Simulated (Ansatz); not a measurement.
Program: Ansatz. Geometries: PBE0-D4/def2-TZVP. ΔE: electronic, gas phase. CCSD(T)/CBS adds triple-zeta CCSD(T) − MP2 to the extrapolated MP2 energy (def2 sets, frozen cores). This one scheme is used for every species. Functionals use def2-TZVPP. B3LYP here is the variant with VWN-RPA as its local correlation; programs differ in this. One conformer a species, not always the lowest.

`[SiH3]/C=C/[SiH3]` + `CC(F)S` → `CC(F)S[SiH3]` + `C=C[SiH3]`  (ligand exchange at the Si–C bond)

| level | ΔE (kcal/mol) | difference from CCSD(T)/CBS |
| --- | --- | --- |
| PBE-D4 | -12.3 | 0.1 |
| PBE0-D4 | -12.6 | -0.2 |
| B3LYP-D4 | -12.2 | 0.2 |
| ωB97X-V | -12.3 | 0.1 |
| B2PLYP | -11.8 | 0.6 |
| r2SCAN | -12.6 | -0.2 |
| B3LYP | -11.4 | 1.0 |
| HF/def2-TZVPP | -11.9 | 0.5 |
| MP2/def2-TZVPP | -12.4 | 0.0 |
| CCSD/def2-TZVPP | -11.6 | 0.8 |
| CCSD(T)/def2-TZVPP | -11.8 | 0.6 |
| MP2/def2-QZVPP | -12.7 | -0.3 |
| SCS-MP2/def2-QZVPP | -12.3 | 0.1 |
| HF/CBS(def2) | -11.8 | 0.6 |
| MP2/CBS(def2) | -13.0 | -0.6 |
| CCSD/CBS(def2) | -12.3 | 0.1 |
| CCSD(T)/CBS | -12.4 | 0 |

Largest T1 diagnostic among the species: 0.012.

The D4 term adds −0.8 kcal/mol with B3LYP and −0.4 kcal/mol with PBE0; it sums over pairs of atoms, weighted by their polarisabilities, and B3LYP, whose exchange is more repulsive, gets the larger term.
